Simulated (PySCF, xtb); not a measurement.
RbI, SMILES [Rb][I].

Harmonic wavenumbers (cm⁻¹) from GFN2-xTB (xtb 6.7.1) at its own minimum, in rising order: 141.

Task: What does B3LYP-D3(BJ)/def2-TZVPD in PySCF give at its own minimum? (An estimate is asked for; the answer gives what the named calculation found.)

Result: 130. Paired by order, the mean absolute difference is 11 cm⁻¹ and the zero-point energies are 0.2 and 0.2 kcal/mol.
